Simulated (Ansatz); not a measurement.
Reaction (isomerisation): `[OH][Al]1[CH2][CH2]1` → `C[CH]1[O][AlH]1`

Calculated with Ansatz (gas phase, PBE0-D4/def2-TZVP geometries, no zero-point term in ΔE). CCSD(T)/CBS adds triple-zeta CCSD(T) − MP2 to the extrapolated MP2 energy (def2 sets, frozen cores). Functionals use def2-TZVPP. HSE06 is defined as in plane-wave codes. Each species was taken in one conformer, which may not be the lowest.

```tsv
level	ΔE (kJ/mol)
revPBE-D4	60.8
HSE06-D4	74.2
ωB97M-V	77.1
MP2/def2-TZVPP	82.9
```

Task: What does CCSD(T)/CBS give? (Best estimate.)

Result: Computed: +77.7 kJ/mol. The listed levels differ from it by -16.9, -3.5, -0.6, 5.2 kJ/mol.

Largest T1 diagnostic among the species: 0.016.

From r2SCAN to r2SCAN0 (25 % exact exchange), in def2-TZVPP and without D4, ΔE moves by +6.9 kJ/mol. At CCSD(T), def2-SVP lies −17.8 kJ/mol from the extrapolated value and def2-TZVPP −0.8 kJ/mol.
